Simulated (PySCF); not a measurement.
## Ionisation energy of Ar(2+) by level of theory

Ar(2+) [Ne] 3s2 3p4 (3P) → Ar(3+) [Ne] 3s2 3p3 (4S), as a difference of total energies. Calculation: PySCF 2.14, in aug-cc-pwCVDZ; no relativity, point nucleus. Correlated levels: valence: [Ne] frozen. The calculations carry no spin-orbit coupling.

```
           method  ionisation energy (eV)
              UHF                  39.314
    MP2 (valence)                  39.834
SCS-MP2 (valence)                  39.860
   CCSD (valence)                  39.846
CCSD(T) (valence)                  39.861
  CCSDT (valence)                  39.864
```

Problem. How much does correlation contribute at CCSD(T) (valence)?

Solution. 39.861 − (39.314) = 0.547 eV, measured against UHF.

A first-order spin-orbit estimate (lowest level to lowest level, LS coupling) adds 0.061 eV.

Errors of the correlated levels include the incompleteness of this basis and the frozen core.

For comparison: 40.735 ± 0.012 eV (semi-empirical (NIST evaluation); NIST Atomic Spectra Database, ionization energies).
